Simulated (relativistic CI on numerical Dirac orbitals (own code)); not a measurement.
Ligand-field terms of d2

Computed with a parametric ligand-field model of a d^n configuration (Racah B and C, spin-orbit zeta, crystal field), exact diagonalisation.

Field parameters in Wybourne normalisation: D3d B²₀ = −7Dσ, B⁴₀ = −14Dq − 21Dτ, B⁴₃ = −14√(10/7) Dq; D4h B²₀ = −7Ds, B⁴₀ = 21(Dq − Dt), B⁴₄ = 21√(5/14) Dq; Oh B⁴₀ = 21Dq, B⁴₄ = √(5/14) B⁴₀; Td as Oh with Dq negative (B⁴₀ = 21Dq, B⁴₄ = √(5/14) B⁴₀). The field is a parameter set, without covalency.

**Question.** A d2 ion in Oh symmetry has the ground term 3T1 and bands at 1T2 7063 cm⁻¹ (1416 nm), 1E 7196 cm⁻¹ (1390 nm), 3T2 8898 cm⁻¹ (1124 nm), 1A1 14835 cm⁻¹ (674 nm), 3T1 14947 cm⁻¹ (669 nm), 3A2 18648 cm⁻¹ (536 nm). Which parameters reproduce them?

**Answer.** B = 460, C = 2020, ζ = 0 cm⁻¹, Oh, 10Dq = 9750 cm⁻¹.

**Question.** Ground term and bands for B = 340, C = 1630, ζ = 0 cm⁻¹, D3d, 10Dq = 20100, Dσ = 290, Dτ = 300 cm⁻¹?

**Answer.** Ground term 3E with 0.01 electrons in the two orbitals of the cubic e set. Spin-allowed: 3A2 2966 cm⁻¹, 3E 20515 cm⁻¹ (487 nm), 3A1 22368 cm⁻¹ (447 nm), 3E 25638 cm⁻¹ (390 nm). Lowest spin-forbidden: 1A1 3749 cm⁻¹ (2668 nm), 1E 5447 cm⁻¹ (1836 nm), 1E 8336 cm⁻¹ (1200 nm).

**Question.** A d2 ion in Td symmetry has the ground term 3A2 and bands at 3T2 1800 cm⁻¹, 3T1 3187 cm⁻¹ (3138 nm), 1E 10221 cm⁻¹ (978 nm), 1T2 11626 cm⁻¹ (860 nm), 3T1 13013 cm⁻¹ (768 nm), 1A1 15539 cm⁻¹ (644 nm). Which parameters reproduce them?

**Answer.** B = 720, C = 2800, ζ = 0 cm⁻¹, Td, 10Dq = -1800 cm⁻¹.

**Question.** Ground term and bands for B = 490, C = 1870, ζ = 0 cm⁻¹, D3d, 10Dq = 16600, Dσ = -250, Dτ = -20 cm⁻¹?

**Answer.** Ground term 3A2 with 0.01 electrons in the two orbitals of the cubic e set. Spin-allowed: 3E 705 cm⁻¹, 3A1 15639 cm⁻¹ (639 nm), 3E 16047 cm⁻¹ (623 nm), 3A2 21793 cm⁻¹ (459 nm). Lowest spin-forbidden: 1E 6867 cm⁻¹ (1456 nm), 1E 7709 cm⁻¹ (1297 nm), 1A1 7817 cm⁻¹ (1279 nm).

**Question.** Ground term and bands for B = 370, C = 1830, ζ = 0 cm⁻¹, D4h, 10Dq = 29950, Ds = 3000, Dt = 770 cm⁻¹?

**Answer.** Ground term 3A2 with 0.00 electrons in the two orbitals of the cubic e set. Spin-allowed: 3E 5013 cm⁻¹ (1995 nm), 3E 21504 cm⁻¹ (465 nm), 3B2 23403 cm⁻¹ (427 nm), 3E 35541 cm⁻¹ (281 nm). Lowest spin-forbidden: 1B2 5925 cm⁻¹ (1688 nm), 1B1 5962 cm⁻¹ (1677 nm), 1A1 9812 cm⁻¹ (1019 nm).
